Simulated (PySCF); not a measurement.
O4Os, triplet, at a GFN2-xTB geometry (such geometries of metal compounds can be far from the true shape) (the multiplicity is a formal guess) (core potentials on Os); PySCF with B3LYP/def2-SVP.

The PySCF input:
```python
from pyscf import gto, scf, dft

mol = gto.M(
    atom='''
Os   -0.00000000   -0.00000000   -0.00000000
O     1.25562739    0.85403793   -0.68566191
O     0.90693264   -1.04343838    0.92995844
O    -1.13864707   -1.09252818   -0.53476929
O    -1.02391295    1.28192863    0.29047276
''',
    basis='def2-svp',
    ecp={'Os': 'def2-svp'},
    spin=2,
    verbose=4,
)

mf = dft.UKS(mol)
mf.xc = 'b3lyp'
mf.kernel()
mf.analyze()
```

Output, abridged:

```
PySCF version 2.14.0

[INPUT] verbose = 4
[INPUT] num. atoms = 5
[INPUT] num. electrons = 48
[INPUT] charge = 0
[INPUT] spin (= nelec alpha-beta = 2S) = 2
[INPUT] symmetry False subgroup None
[INPUT] Mole.unit = angstrom
[INPUT] Symbol           X                Y                Z      unit          X                Y                Z       unit  Magmom
[...]
nuclear repulsion = 238.37152581973
number of shells = 36
number of NR pGTOs = 153
number of NR cGTOs = 88
basis = def2-svp
ecp = {'Os': 'def2-svp'}

******** <class 'pyscf.dft.uks.UKS'> ********
method = UKS
initial guess = minao
damping factor = 0
level_shift factor = 0
DIIS = <class 'pyscf.scf.diis.CDIIS'>
diis_start_cycle = 1
diis_space = 8
diis_damp = 0
SCF conv_tol = 1e-09
SCF conv_tol_grad = None
SCF max_cycles = 50
direct_scf = True
direct_scf_tol = 1e-13
number electrons alpha = 25  beta = 23
XC library pyscf.dft.libxc version 7.1.2
    S. Lehtola, C. Steigemann, M. J. T. Oliveira, and M. A. L. Marques,  SoftwareX 7, 1–5 (2018)
XC functionals = b3lyp
    P. J. Stephens, F. J. Devlin, C. F. Chabalowski, and M. J. Frisch,  J. Phys. Chem. 98, 11623 (1994)
radial grids:
    Treutler-Ahlrichs [JCP 102, 346 (1995); DOI:10.1063/1.469408] (M4) radial grids

becke partition: Becke, JCP 88, 2547 (1988); DOI:10.1063/1.454033
pruning grids: <function nwchem_prune>
grids dens level: 3
symmetrized grids: False
atomic radii adjust function: <function treutler_atomic_radii_adjust>
small_rho_cutoff = 0
Set gradient conv threshold to 3.16228e-05
tot grids = 80640
init E= -379.406397645869

cycle= 1 E= -390.91810747392  delta_E= -11.5  |g|= 0.911  |ddm|= 5.87
cycle= 2 E= -389.492986063856  delta_E= 1.43  |g|= 2.14  |ddm|= 2.13

cycle= 3 E= -391.182350658105  delta_E= -1.69  |g|= 0.28  |ddm|= 1.71

cycle= 4 E= -391.215137167469  delta_E= -0.0328  |g|= 0.0255  |ddm|= 0.298

cycle= 5 E= -391.215520596139  delta_E= -0.000383  |g|= 0.00442  |ddm|= 0.0304

cycle= 6 E= -391.215525298865  delta_E= -4.7e-06  |g|= 0.00722  |ddm|= 0.00985

cycle= 7 E= -391.215533902201  delta_E= -8.6e-06  |g|= 0.0058  |ddm|= 0.00884

cycle= 8 E= -391.215548779583  delta_E= -1.49e-05  |g|= 0.000172  |ddm|= 0.00503

cycle= 9 E= -391.215548846643  delta_E= -6.71e-08  |g|= 0.000124  |ddm|= 0.000633

cycle= 10 E= -391.215548847654  delta_E= -1.01e-09  |g|= 0.000143  |ddm|= 0.000199

cycle= 11 E= -391.215548858466  delta_E= -1.08e-08  |g|= 1.2e-05  |ddm|= 0.000181

[...]
SCF not converged.
Total Energy =                        -391.215548846030515
[...]
spin_pop of  0 Os 6dxy      0.02160
spin_pop of  0 Os 6dyz     -0.00176
spin_pop of  0 Os 6dz^2    -0.00366
spin_pop of  0 Os 6dxz     -0.00403
spin_pop of  0 Os 6dx2-y2   -0.00047
spin_pop of  0 Os 5f-3     -0.00038
spin_pop of  0 Os 5f-2     -0.00008
spin_pop of  0 Os 5f-1     -0.00016
spin_pop of  0 Os 5f+0     -0.00017
spin_pop of  0 Os 5f+1      0.00252
spin_pop of  0 Os 5f+2     -0.00101
spin_pop of  0 Os 5f+3     -0.00085
spin_pop of  1 O 1s       -0.00000
spin_pop of  1 O 2s        0.00706
spin_pop of  1 O 3s        0.00536
spin_pop of  1 O 2px       0.10698
spin_pop of  1 O 2py       0.16929
spin_pop of  1 O 2pz       0.10101
spin_pop of  1 O 3px      -0.00156
spin_pop of  1 O 3py      -0.00241
spin_pop of  1 O 3pz       0.00285
spin_pop of  1 O 3dxy      0.00006
spin_pop of  1 O 3dyz      0.00009
spin_pop of  1 O 3dz^2    -0.00009
spin_pop of  1 O 3dxz     -0.00002
spin_pop of  1 O 3dx2-y2    0.00000
spin_pop of  2 O 1s       -0.00000
spin_pop of  2 O 2s        0.00707
spin_pop of  2 O 3s        0.00516
spin_pop of  2 O 2px       0.17321
spin_pop of  2 O 2py       0.12225
spin_pop of  2 O 2pz       0.08182
spin_pop of  2 O 3px      -0.00221
spin_pop of  2 O 3py      -0.00177
spin_pop of  2 O 3pz       0.00277
spin_pop of  2 O 3dxy      0.00013
spin_pop of  2 O 3dyz      0.00007
spin_pop of  2 O 3dz^2    -0.00015
spin_pop of  2 O 3dxz     -0.00001
spin_pop of  2 O 3dx2-y2    0.00000
spin_pop of  3 O 1s       -0.00000
spin_pop of  3 O 2s        0.00704
spin_pop of  3 O 3s        0.00644
spin_pop of  3 O 2px       0.11424
spin_pop of  3 O 2py       0.15737
spin_pop of  3 O 2pz       0.10571
spin_pop of  3 O 3px      -0.00187
spin_pop of  3 O 3py      -0.00268
spin_pop of  3 O 3pz       0.00181
spin_pop of  3 O 3dxy      0.00002
spin_pop of  3 O 3dyz     -0.00008
spin_pop of  3 O 3dz^2    -0.00001
spin_pop of  3 O 3dxz      0.00010
spin_pop of  3 O 3dx2-y2   -0.00002
spin_pop of  4 O 1s       -0.00000
spin_pop of  4 O 2s        0.00704
spin_pop of  4 O 3s        0.00647
spin_pop of  4 O 2px       0.16747
spin_pop of  4 O 2py       0.10799
spin_pop of  4 O 2pz       0.10187
spin_pop of  4 O 3px      -0.00280
spin_pop of  4 O 3py      -0.00188
spin_pop of  4 O 3pz       0.00202
spin_pop of  4 O 3dxy     -0.00000
spin_pop of  4 O 3dyz     -0.00005
spin_pop of  4 O 3dz^2     0.00013
spin_pop of  4 O 3dxz     -0.00001
spin_pop of  4 O 3dx2-y2   -0.00005
In total            25.00000 | 23.00000
Dipole moment(X, Y, Z, Debye): -0.00201, -0.00024, -0.00016
```

Convergence was not reached.
